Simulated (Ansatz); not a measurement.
CH$_{6}$FGeNSi (`F[SiH]1C[NH][GeH2]1`) at its PBE0-D4/def2-TZVP geometry, where that method's forces vanish. Total charge 0; spin multiplicity 1.

```
atom   x (Å)   y (Å)   z (Å)
  F1  -0.033  -2.692  -0.111
 Si2   0.074  -1.188  -0.652
  C3  -1.225   0.029  -0.007
  N4  -0.296   1.158   0.105
 Ge5   1.407   0.457   0.406
  H6   0.154  -1.271  -2.132
  H7  -2.049   0.237  -0.699
  H8  -1.662  -0.312   0.943
  H9  -0.663   1.998   0.529
 H10   2.501   1.297  -0.279
 H11   1.792   0.287   1.897
```

Task: For each bond, give half the difference of the two atoms' forces along it (eV/Å; positive pushes the atoms apart) under PBE-D4, r2SCAN-D4, B3LYP-D4, ωB97M-V in def2-TZVPP. (An estimate is asked.)

Result: Computed: 
| bond | length (Å) | PBE-D4 | r2SCAN-D4 | B3LYP-D4 | ωB97M-V |
| --- | --- | --- | --- | --- | --- |
| F1–Si2 | 1.602 | 0.50 | 0.02 | 0.14 | 0.18 |
| Si2–C3 | 1.893 | -0.03 | 0.00 | 0.09 | -0.04 |
| Si2–Ge5 | 2.367 | -0.07 | 0.03 | 0.15 | -0.01 |
| Si2–H6 | 1.485 | 0.02 | -0.03 | -0.17 | -0.16 |
| C3–N4 | 1.467 | 0.07 | 0.23 | 0.26 | 0.29 |
| C3–H7 | 1.096 | 0.09 | -0.03 | -0.13 | -0.13 |
| C3–H8 | 1.100 | 0.08 | -0.04 | -0.10 | -0.11 |
| N4–Ge5 | 1.866 | 0.19 | 0.05 | 0.24 | 0.05 |
| N4–H9 | 1.009 | 0.19 | -0.02 | -0.16 | -0.13 |
| Ge5–H10 | 1.540 | 0.03 | -0.05 | -0.08 | -0.09 |
| Ge5–H11 | 1.549 | 0.05 | -0.04 | -0.06 | -0.09 |

B3LYP here is the variant with VWN-RPA as its local correlation; programs differ in this.
